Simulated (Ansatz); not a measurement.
`C[O][GaH][SH]`. The species carries charge 0 and has multiplicity 1. The geometry is a stationary point of PBE0-D4/def2-TZVP. It is one conformer, not always the lowest.

```xyz
9

C    -0.627    1.190    0.819
O     0.291    0.186    0.468
Ga    0.078   -0.879   -0.943
S     1.708   -2.319   -1.174
H    -0.130    2.166    0.817
H    -1.011    1.007    1.829
H    -1.487    1.249    0.139
H    -1.161   -0.750   -1.872
H     2.339   -1.850   -0.083
```

Problem. What is the dipole moment at ωB97M-V/def2-TZVPP? (Best estimate.)

Solution. Ansatz gave: 1.49 D, with components (-1.19, 0.90, -0.01) D in this frame, pointing from negative to positive charge.

Problem. And with PBE, r2SCAN, B3LYP? (Estimate.)

Solution. Ansatz gave: PBE 1.37 D, r2SCAN 1.45 D, B3LYP 1.44 D.

Problem. Give the Mulliken charges with ωB97M-V, r2SCAN, PBE in def2-TZVPP. (An estimate is asked.)

Solution. Computed: 
| atom | ωB97M-V | r2SCAN | PBE |
| --- | --- | --- | --- |
| C1 | -0.15 | 0.04 | -0.12 |
| O2 | -0.40 | -0.41 | -0.32 |
| Ga3 | 0.37 | 0.41 | 0.34 |
| S4 | -0.26 | -0.27 | -0.25 |
| H5 | 0.11 | 0.05 | 0.09 |
| H6 | 0.11 | 0.05 | 0.09 |
| H7 | 0.09 | 0.04 | 0.07 |
| H8 | 0.00 | -0.04 | -0.03 |
| H9 | 0.13 | 0.12 | 0.13 |

B3LYP here is the variant with VWN-RPA as its local correlation; programs differ in this.
